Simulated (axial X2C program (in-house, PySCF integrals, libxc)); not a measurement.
Nuclear properties of CuS⁻

Calculated with an in-house all-electron X2C program for linear molecules (integrals from PySCF): two-component X2C with atomic mean-field Coulomb and Gaunt terms, Gaussian nuclei, basis Cu dyall-acv3z, S dyall-av3z with contracted cores.

R = 2.038 Å (near the PBE0 minimum at charge -1 of the determinant lowest at the starting distance; the state shown can have its own minimum elsewhere).

Input and command:
```json
{"zs": [29, 16], "q": -1, "bas": ["dyall-acv3z", "dyall-av3z"], "r0": 2.09, "levels": ["PBE0", "HF", "r2SCAN", "PBE", "PBE50"], "nst": 3}
```
```bash
python soeom.py task.json out
```

Keys: zs atomic numbers; q charge; bas basis sets; r0 starting distance in Å; levels methods; nst determinants followed.

Determinant lowest in the PBE0 search, Ω = 0 (closed shell), highest spinor 74% S p, 13% Cu d, 12% Cu p:

| level | qzz Cu (a.u.) | qzz S (a.u.) |
| --- | --- | --- |
| PBE0 | 1.08 | 1.76 |
| HF | 0.07 | 1.05 |
| r2SCAN | 1.29 | 1.84 |
| PBE | 1.42 | 1.94 |
| PBE50 | 0.69 | 1.54 |

Determinant 0.74 eV from it at PBE0 and this distance, Ω = 2 (⟨Sz⟩ = 1.00, ⟨Lz⟩ = 1.00 at PBE0), spin on the atoms Cu 0.52, S 0.48:

```csv
level,Eeff magnitude (GV/cm),Ws magnitude Cu (kHz),A∥/gI Cu (MHz),qzz Cu (a.u.),A∥/gI S (MHz),qzz S (a.u.)
PBE0,0.951,0.209,370,-0.34,159,-0.64
r2SCAN,1.09,0.237,418,-0.25,158,-0.50
PBE,0.949,0.209,385,0.00,149,-0.38
PBE50,0.861,0.189,303,-0.74,178,-1.00
```

Eeff is the effective electric field on the electron electric dipole moment in this Ω state and Ws the scalar–pseudoscalar constant of the nucleus named (defined with the proton number Z and per Ω); A∥ (defined per Ω) follows by multiplying with gI = μI/(I μN); qzz is the electric field gradient, eQq0 = 234.96 MHz × Q/barn × qzz. The operators were transformed with the bare-nucleus X2C matrices; with these basis sets, hyperfine constants and field gradients can be off by tens of per cent, and where levels differ in sign neither size nor sign is settled.

Task: With Q(33S) = -0.0694 barn (Q from Pyykkö, Mol. Phys. 2018), turn the PBE0 values of the first state into constants in MHz.

Result: eQq0(33S) = 234.96 × (-0.0694) × (1.76) = -28.7 MHz.

Each state is one determinant with collinear spin, which with several unpaired electrons need not be a pure state. For an anion, determinants above electron detachment, or with a positive highest level, are held by the basis set. With several open shells hyperfine constants can be off by a factor of several. Open-shell Ω = 0 determinants with evenly filled partner blocks cannot be reached by this program, so the Ω shown need not be the lowest component. Left out as unconverged or as another state under the same occupation: HF in at least one table. The search compared states at one distance, so a state with another bond length can lie lower. Further determinants of the search, some of them spin-mixed, are not shown. Where a field gradient or hyperfine factor spreads by more than a factor of two over the levels, a constant derived from it is not to be relied on. PBE0 term energies can be off by some tenths of an eV.
